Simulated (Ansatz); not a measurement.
Computed with Ansatz on PBE0-D4/def2-TZVP structures; ΔE is electronic, products minus reactants. CBS: MP2 limit from def2 TZ/QZ plus the TZ coupled-cluster correction, frozen cores. This one scheme is used for every species. DFT in def2-TZVPP.

Consider the cleavage of the B–Si bond: `F[B]([AlH2])[SiH3]` + H–F → `F[B](F)[AlH2]` + SiH₄.

```
             species  PBE0-D4 energy (Eh)
`F[B]([AlH2])[SiH3]`           -659.30773
                 H–F           -100.39410
     `F[B](F)[AlH2]`           -468.01606
                SiH₄           -291.75788
```

Work out ΔE.

ΔE = (-468.01606) + (-291.75788) − (-659.30773) − (-100.39410) = -0.07211 Eh = -45.2 kcal/mol. CCSD(T)/CBS gives -46.7 kcal/mol.

Largest T1 diagnostic among the species: 0.015.

From BLYP to BHLYP (50 % exact exchange), in def2-TZVPP and without D4, ΔE moves by −2.7 kcal/mol. The D4 term adds +1.5 kcal/mol with B3LYP and +0.8 kcal/mol with PBE0; it sums over pairs of atoms, weighted by their polarisabilities, and B3LYP, whose exchange is more repulsive, gets the larger term.

B3LYP here is the variant with VWN-RPA as its local correlation; programs differ in this.
